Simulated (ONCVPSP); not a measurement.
# Before and after: ONCV potential for praseodymium

* Element: praseodymium
* Generator: ONCVPSP 4.0.1
* Type: optimised norm-conserving Vanderbilt (ONCV)
* Functional: BLYP
* Relativity: scalar-relativistic
* Frozen core: [Kr] 4d10 4f2
* Valence charge: 11
* Reference configuration: 5s2 5p6 5d1 6s2
* Partial waves: 5s+6s: rc 2.60 bohr, ncon 4, nbas 9, qcut 5.4 1/bohr, 2 projectors; 5p: rc 2.45 bohr, ncon 4, nbas 7, qcut 4.8 1/bohr, 2 projectors, debl 2.3 Ha; 5d: rc 3.60 bohr, ncon 5, nbas 10, qcut 5 1/bohr, 2 projectors, debl 0.8 Ha
* Local potential: polynomial inside 1.60 bohr (lpopt 5, dvloc0 1 Ha)
* Core correction: Teter function, fcfact 3.75, rcfact 1.55

All-electron outer shells of the reference configuration (BLYP, scalar-relativistic, ld1.x):

```json
{"shell": "5s", "level (eV)": "-41.94", "outermost node (bohr)": "0.73", "outermost maximum (bohr)": "1.33"}
{"shell": "5p", "level (eV)": "-23.71", "outermost node (bohr)": "0.79", "outermost maximum (bohr)": "1.51"}
{"shell": "4f", "level (eV)": "-5.98", "outermost node (bohr)": "–", "outermost maximum (bohr)": "0.68"}
{"shell": "6s", "level (eV)": "-3.66", "outermost node (bohr)": "1.77", "outermost maximum (bohr)": "3.61"}
{"shell": "5d", "level (eV)": "-2.82", "outermost node (bohr)": "0.90", "outermost maximum (bohr)": "2.14"}
```

Change: all radii but the core radius scaled by about 0.81 (s 2.12, p 1.98, d 2.92 bohr); local potential polynomial inside 1.30 bohr (lpopt 5, dvloc0 1 Ha).

Cutoffs: the cutoffs (Ha) at which the residual kinetic energy of the hardest occupied pseudo-wave falls to 1 and 0.1 mHa per electron; they do not see the model core or the augmentation charge, which bear on the density cutoff. Errors are all-electron minus pseudo energies relative to the spin-unpolarised reference configuration.

Task: How do hardness, ghosts and transferability respond?

Result: The potential gets harder (8.5 Ha and 10 Ha → 12 Ha and 33 Ha); a bound ghost appears in s, which as a rule spoils a file; of the 4 tests that both files solve, the error grows in 2 and shrinks in 2 by more than 15 % and 0.3 meV (median size 4.7 → 3.1 meV). A smaller radius makes the pseudo-wave follow the all-electron one further in, where it bends more sharply, so more plane waves are needed.

```tsv
quantity	base	changed
cutoff, loose	8.5 Ha	12 Ha
cutoff, tight	10 Ha	33 Ha
loose cutoff by channel	s 8.5 Ha, p 5.4 Ha, d 6.4 Ha	s 11 Ha, p 12 Ha, d 6.7 Ha
bound ghosts	none	s
GHOST(+) flags under 300 eV	s at 64.5 eV	p at 137.9 eV
error for 5s2 5p6 5d1 6s1, meV [ΔE 6.08 eV]	-1.7	-1.3
error for 5s2 5p6 5d1 6s0, meV [ΔE 17.43 eV]	-7.7	-4.8
error for 5s2 5p6 5d0 6s0, meV [ΔE 36.72 eV]	-54	-63
error for 5s2 5p6 5d1 6s0 6p2, meV [ΔE 5.27 eV]	-0.8	-1.3
rms error of d²Exc/dni dnj with the model core, mHa	1.09	0.75
```

 A true bound ghost makes a file unfit for plane-wave use even where its test errors are small: the radial tests pick states by their node count and pass the ghost by.
